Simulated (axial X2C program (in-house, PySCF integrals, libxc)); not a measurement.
# Nuclear properties of FSbF⁻

Calculated with an in-house all-electron X2C program for linear molecules (integrals from PySCF): two-component X2C with atomic mean-field Coulomb and Gaunt terms, Gaussian nuclei, basis F dyall-av3z, Sb dyall-v3z with contracted cores.

F–Sb–F held linear, with bonds 2.125 and 2.125 Å (near the PBE0 minimum at charge -1 of the determinant lowest at the starting distance; the state shown can have its own minimum elsewhere, held linear; other orders of the atoms were not compared).

Input and command:
```json
{"zs": [9, 51, 9], "q": -1, "bas": ["dyall-av3z", "dyall-v3z", "dyall-av3z"], "r0": [2.04, 2.04], "symm": 1, "scan": ["PBE0", "HF", "LDA"], "levels": ["PBE0", "HF", "BHandHLYP"], "nst": 2}
```
```bash
python solin.py task.json out
```

Keys: zs atomic numbers; q charge; bas basis sets; r0 starting distance in Å; symm equal bonds; scan levels of the two-bond scan; levels methods; nst determinants followed.

Determinant lowest in the PBE0 search, Ω = 1 (⟨Sz⟩ = 1.00, ⟨Lz⟩ = 0.00 at PBE0), spin on the atoms F 0.00, Sb 0.99, F 0.00:

```tsv
level	A∥/gI F (MHz)	qzz F (a.u.)	A∥/gI Sb (MHz)	qzz Sb (a.u.)
PBE0	-17	0.68	-1310	4.68
HF	-12.2	0.62	-1720	6.11
BHandHLYP	-11.4	0.63	-1230	5.49
```

Determinant 0.40 eV from it at PBE0 and this distance, Ω = 0 (closed shell), highest spinor 82% Sb p, 14% F p:

| level | qzz F (a.u.) | qzz Sb (a.u.) |
| --- | --- | --- |
| PBE0 | 0.63 | 5.23 |
| HF | 0.60 | 6.47 |
| BHandHLYP | 0.62 | 5.85 |

A∥ (defined per Ω) follows by multiplying with gI = μI/(I μN); qzz is the electric field gradient, eQq0 = 234.96 MHz × Q/barn × qzz. The operators were transformed with the bare-nucleus X2C matrices; with these basis sets, hyperfine constants and field gradients can be off by tens of per cent, and where levels differ in sign neither size nor sign is settled.

Question: With gI(19F) = 5.2577, gI(121Sb) = 1.3454, Q(121Sb) = -0.543 barn (g factors from the IAEA table of nuclear moments by Stone; Q from Pyykkö, Mol. Phys. 2018), turn the PBE0 values of the first state into constants in MHz.

Answer: A∥(19F) = -17 × 5.2577 = -89.4 MHz; A∥(121Sb) = -1310 × 1.3454 = -1760 MHz; eQq0(121Sb) = 234.96 × (-0.543) × (4.68) = -597 MHz.

The molecule was held linear; bending was not examined, so a bent shape may lie lower.

Each state is one determinant with collinear spin, which with several unpaired electrons need not be a pure state. Unrestricted Hartree–Fock can overshoot spin polarisation at the nuclei. For an anion, determinants above electron detachment, or with a positive highest level, are held by the basis set. A closed determinant beside an open π² or δ² triplet, such as (π1/2)², mixes with its partner pair into the 0⁺ component of the triplet and ¹Σ⁺, so its energy is not that of a level, and 0⁺ can lie lowest. With several open shells hyperfine constants can be off by a factor of several. Open-shell Ω = 0 determinants with evenly filled partner blocks cannot be reached by this program, so the Ω shown need not be the lowest component. States lie within half an eV, so the first need not be the ground state. PBE0 term energies can be off by some tenths of an eV.
